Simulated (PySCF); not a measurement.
**Which orbitals make which state**

(KCl)2 ring, K2Cl2.
Cartesian coordinates in Å at the PBE0-D3(BJ)/def2-SVP level; atoms count from 1:
```xyz
4
K2Cl2 angstrom
K     -1.7288    0.4625   -0.9086
Cl    -0.8286    0.4219    1.7872
K      1.7289   -0.4627    0.9082
Cl     0.8285   -0.4217   -1.7868
```

Method used: PySCF 2.14.0, density-fitted response routines, TDDFT CAM-B3LYP/def2-SVPD, vertical, gas phase, core orbitals frozen in the response.

Orbital energies (eV): HOMO-3 -8.36, HOMO-2 -8.23, HOMO-1 -8.11, HOMO -8.07, LUMO -0.37, LUMO+1 -0.15, LUMO+2 0.58.

**Question.** Among the lowest singlets, which states do these configurations lead, and at what energies: HOMO→LUMO, HOMO-1→LUMO+1, HOMO-3→LUMO+1, HOMO-2→LUMO+1, HOMO-1→LUMO, HOMO→LUMO+1, HOMO-2→LUMO, HOMO-3→LUMO?

**Answer.** 

| state | leading configuration | weight | Δε (eV) | E (eV) | E − Δε (eV) | f | other configurations |
| --- | --- | --- | --- | --- | --- | --- | --- |
| S1 | HOMO-1→LUMO | 0.85 | 7.74 | 5.46 | -2.27 | 0.0002 | – |
| S2 | HOMO→LUMO | 0.87 | 7.70 | 5.46 | -2.23 | 0.069 | – |
| S3 | HOMO-2→LUMO | 0.85 | 7.85 | 5.60 | -2.26 | 0.085 | – |
| S4 | HOMO-3→LUMO | 0.86 | 7.99 | 5.69 | -2.30 | 0.0000 | – |
| S7 | HOMO→LUMO+1 | 0.91 | 7.92 | 5.89 | -2.03 | 0.0000 | – |
| S8 | HOMO-1→LUMO+1 | 0.90 | 7.96 | 5.91 | -2.05 | 0.0001 | – |
| S9 | HOMO-2→LUMO+1 | 0.89 | 8.07 | 6.01 | -2.06 | 0.0000 | – |
| S10 | HOMO-3→LUMO+1 | 0.90 | 8.21 | 6.20 | -2.01 | 0.0036 | – |

E − Δε runs from -2.30 to -2.01 eV. By orbital difference alone the order would be S2, S1, S3, S7, S8, S4, S9, S10. Δε is the difference of the two orbital energies.

H and L stand for HOMO and LUMO. The other states: S5 5.85 eV, f 0.0000, H-5→L (80%), H→L+3 (10%); S6 5.88 eV, f 0.158, H-4→L (86%).

**Question.** Pair triplets and singlets of the same leading configuration (75% or more in both) and give the splittings.

**Answer.** 

```
configuration  triplet  E(T) (eV)  singlet  E(S) (eV)  E(S) − E(T) (eV)
    HOMO→LUMO       T1       5.38       S2       5.46             +0.08
  HOMO-1→LUMO       T2       5.40       S1       5.46             +0.06
  HOMO-2→LUMO       T3       5.50       S3       5.60             +0.09
  HOMO-3→LUMO       T4       5.62       S4       5.69             +0.07
```

The 4 triplets are Tamm–Dancoff values, the singlets full response.

Summed over the main configurations (up to three a state, each over 8%) of all 10 singlets, the electron leaves HOMO with weight 1.87, HOMO-3 with weight 1.75, HOMO-1 with weight 1.75 and HOMO-2 with weight 1.74.

The vertical ionisation energy (ΔSCF) is 9.02 eV, 2.82 eV above S10.
